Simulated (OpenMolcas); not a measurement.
## neutral oxygen: effect of the level shift or regulariser

```yaml
Program: OpenMolcas
Basis: ANO-RCC-VTZP [4s3p2d1f]
Scalar_Hamiltonian: DKH2, point nucleus
Active_space: 4 electrons in 3 orbitals (2p)
State_averaging: 2S+1 = 3 even, 3 roots; 2S+1 = 1 even, 6 roots
Spin-orbit_coupling: RASSI with atomic mean-field integrals over the reference wave functions, term energies averaged over their components
```

Methods on the same reference wave functions:
A. CASSCF
B. SS-CASPT2, IPEA 0.25 Eh, imaginary shift 0.1 Eh (closed shells correlated: 1s 2s)
C. SS-CASPT2, IPEA 0.25 Eh, real shift 0.2 Eh (closed shells correlated: 1s 2s)
D. SS-CASPT2, IPEA 0.25 Eh, sigma2 regulariser 0.3 Eh (closed shells correlated: 1s 2s)

Energies in cm⁻¹ above 2s² 2p⁴ ³P₂, the measured ground level; measured values from NIST Handbook of Basic Atomic Spectroscopic Data.

```csv
Level,A,B,C,D,Measured
2s² 2p⁴ ³P₂,0.0,0.0,0.0,0.0,0.0
2s² 2p⁴ ³P₁,149,149,149,149,158
2s² 2p⁴ ³P₀,223,222,222,222,227
2s² 2p⁴ ¹D₂,17703,15790,15790,15790,15868
2s² 2p⁴ ¹S₀,43883,35790,35860,35790,33793
```

Deviations, from unrounded energies. A percentage is the sum of absolute deviations over the sum of measured energies, with the sign that they share, or ± where signs differ.

```tsv
Against measurement	Levels	A	B	C	D
mean absolute deviation (cm-1)	4	3000	520	540	520
fine structure of the ground term (%)	2	-3.5	-3.5	-3.5	-3.5
other terms of the ground configuration (%)	2	+24.0	±4.2	±4.3	±4.2
```

B, C, D lie about equally close to measurement and A furthest from it. The largest miss of D in the table is 2s² 2p⁴ ¹S₀, by +2000 cm-1. The ranking rests on the paired levels alone, and a cruder setting can come out closer through cancelling errors.

Among B to D the level of the table that moves most is 2s² 2p⁴ ¹S₀, by 67 cm-1 (lowest in B, highest in C). Moves below CASPT2's spread within the term are not significant.

The mean deviations of B to D differ by less than CASPT2's widest spread within a term (110 cm-1), so their order carries little weight.

From A to B the spin-free energies of the other terms of 2s² 2p⁴ shown, above ³P, scale by factors of 0.82 to 0.89.

The lowest spin-free term lies below A's lowest term by 0.159 hartree in B, 0.158 hartree in C, 0.159 hartree in D.

Term energies are means over components that CASPT2 splits; among the terms shown or strongly mixed into the levels shown the widest spread is 110 cm-1 (2s² 2p⁴ ¹D, D). With the s shell closed, the reference lacks s² → p² mixing. Without dynamic correlation excited terms often stand tens of per cent too high (terms of higher spin than the ground term too low), and those without a measured partner can miss by more than the paired ones (holds for A). Measured partners are found by configuration, term and J. A level has none where our copy of the source lacks it or the pairing is in doubt (some pairs that miss far off the trend of their configuration count as doubtful), and it then counts in no deviation. Only configurations of the active space appear.
